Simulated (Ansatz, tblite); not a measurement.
Cost and result up the ladder for Sn27H34, a nanocrystal cut from hexagonal tin (61 atoms). Total charge 0; singlet. Geometry: r2SCAN-D4/def2-SVP.

```xyz
61

Sn    1.078    4.411    2.986
Sn    0.852    4.516    0.198
Sn    3.283    3.987   -1.109
Sn   -3.585    3.271    0.535
Sn   -1.099    2.671   -0.646
Sn   -1.309    2.748   -3.452
Sn    3.062    1.620   -2.600
Sn    1.215    2.295   -4.601
Sn   -3.227    0.886   -4.284
Sn    1.862    1.844    3.782
Sn    4.371    1.108    2.751
Sn   -2.581    0.617    4.100
Sn   -4.478    1.131    2.105
Sn   -0.084   -0.016    2.960
Sn   -0.309    0.077    0.145
Sn    4.078   -1.064    0.999
Sn    2.192   -0.553   -1.031
Sn   -4.724   -1.141    0.487
Sn   -2.253   -1.791   -0.700
Sn   -2.457   -1.690   -3.505
Sn    1.912   -2.838   -2.656
Sn   -0.021   -2.485   -4.660
Sn    0.714   -2.604    3.726
Sn    3.272   -3.148    2.696
Sn   -1.207   -4.453    2.875
Sn   -1.442   -4.369    0.087
Sn    0.950   -5.050   -1.224
H     2.192    5.595    3.555
H    -0.457    4.767    3.685
H     0.324    6.096   -0.265
H     3.618    5.278   -2.201
H     4.581    3.932    0.018
H    -3.432    4.692    1.499
H    -4.734    3.622   -0.700
H    -1.831    4.333   -3.902
H     4.587    1.226   -3.312
H     1.750    3.750   -5.355
H     1.119    1.097   -5.832
H    -4.733    1.267   -3.539
H    -3.456    0.965   -5.989
H     1.950    1.792    5.508
H     5.141    2.451    2.002
H     5.380    0.611    4.056
H    -2.407    1.993    5.124
H    -3.102   -0.689    5.095
H    -6.002    1.516    2.822
H     5.599   -1.447    0.273
H    -5.897   -0.870   -0.746
H    -5.277   -2.479    1.422
H    -3.678   -2.814   -3.990
H     3.440   -3.215   -3.370
H     0.481   -1.359   -5.859
H    -0.252   -3.997   -5.455
H     0.807   -2.642    5.452
H     4.390   -3.236    4.006
H     3.299   -4.678    1.910
H    -2.727   -4.040    3.575
H    -0.806   -6.041    3.408
H    -2.666   -5.485   -0.409
H     2.106   -5.657   -0.105
H     0.625   -6.316   -2.347
```

Ansatz on 11 threads of AMD EPYC 7R13 on a shared host and a whole NVIDIA H100 80GB HBM3; xTB runs through tblite on one thread. Times are rough, summed over both states, and most runs start from the orbitals of an earlier one. PBE0-D4/def2-SVP serves as the yardstick here, not as an exact answer. The other state is a doublet.

In the def2 sets Sn takes a core potential; there is no spin–orbit coupling. The xTB rows come from tblite. B3LYP takes the VWN-RPA correlation. Single mean-field runs in def2-SVP are fitted with def2-universal-jkfit.

Run but left out: PBE-D4/def2-SVP (charge +1 doublet: an occupied level 0.03 eV above an empty one).

Raw xTB energies of ions are shifted by several eV.

| level | functions | wall time | vertical IE (eV) | difference from PBE0-D4/def2-SVP (eV) |
| --- | --- | --- | --- | --- |
| GFN1-xTB | 311 | 1.6 s | 11.53 | 4.28 |
| GFN2-xTB | 277 | 3.8 s | 11.88 | 4.63 |
| PBE0-D4/def2-SVP | 872 | 76 s | 7.25 | 0.00 |
| B3LYP-D4/def2-SVP (with forces) | 872 | 77 s | 7.20 | -0.05 |
